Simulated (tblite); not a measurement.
Compound: C6H10FO2 (charge +1).
Atom-mapped SMILES: `[CH3:1][C+:2]1[O:3][CH2:4][C@H:5]([CH2:6][CH2:7][F:8])[O:9]1` (hydrogens: H10, H11, H12 on C1; H13, H14 on C4; H15 on C5; H16, H17 on C6; H18, H19 on C7)

A start from a force field or distance geometry was refined with tblite 0.8.0, GFN2-xTB geometry optimisation, gas phase. Values at the start:

```
 coordinate    start
      C1–C2  1.484 Å
     C1–H10  1.092 Å
      C2–O3  1.395 Å
      C2–O9  1.366 Å
      O3–C4  1.436 Å
      C4–C5  1.508 Å
     C4–H13  1.114 Å
     C4–H14  1.097 Å
      C5–C6  1.531 Å
      C5–O9  1.440 Å
     C5–H15  1.099 Å
      C6–C7  1.518 Å
     C6–H16  1.101 Å
      C7–F8  1.367 Å
     C7–H18  1.095 Å
     C7–H19  1.089 Å
   C1–C2–O3   119.2°
   C1–C2–O9   121.2°
   C2–O3–C4    98.5°
   C2–O9–C5   100.5°
   O3–C2–O9   119.4°
   O3–C4–C5   105.0°
   C4–C5–C6   112.7°
   C4–C5–O9   103.0°
C1–C2–O9–C5    -165°
C2–O3–C4–C5     -30°
O3–C4–C5–C6     157°
C4–C5–O9–C2     -28°
```

Problem. How do these coordinates change at the GFN2-xTB level?

Solution. 
```csv
coordinate,GFN2-xTB (Å or °),change
C2–O3,1.279,-0.116
C2–O9,1.276,-0.090
C4–C5,1.544,+0.036
C4–H13,1.092,-0.022
C1–C2,1.463,-0.021
C5–O9,1.454,+0.014
C6–C7,1.529,+0.011
C6–H16,1.091,-0.010
C7–H19,1.094,+0.005
C5–C6,1.526,-0.005
C4–H14,1.094,-0.003
C5–H15,1.096,-0.003
C7–H18,1.093,-0.002
C1–H10,1.091,-0.001
C7–F8,1.368,+0.001
O3–C4,1.437,+0.001
C2–O3–C4,109.5,+11.0
C2–O9–C5,109.8,+9.3
O3–C2–O9,115.9,-3.5
C1–C2–O3,121.7,+2.5
C4–C5–C6,115.1,+2.4
O3–C4–C5,103.2,-1.8
C4–C5–O9,101.7,-1.3
C1–C2–O9,122.4,+1.2
O3–C4–C5–C6,119,-38
C2–O3–C4–C5,0,+30
C4–C5–O9–C2,0,+28
C1–C2–O9–C5,180,-15
```

The energy falls by 22.9 kcal/mol over 73 L-BFGS steps, the largest force on an atom goes from 5.62 to 0.010 eV/Å, and the atoms move by 0.293 Å rms after alignment. The bond that changes most is C2–O3 (ends: carbon bonded to C and 2 O; oxygen bonded to 2 C), which shortens by 0.116 Å. Bonds longer at the end by more than 0.005 Å: 4 of 19; shorter: 5. Among the dihedrals that turn most is H13–C4–C5–O9, from 157° to 117°. Rotational constants go from 3461, 890.3, 785.4 to 3450, 926.5, 807.7 MHz.

Its GFN2-xTB frequencies are all real (lowest 19 cm⁻¹).

One conformer stands for the species.

The numbers are calculated, not measured.
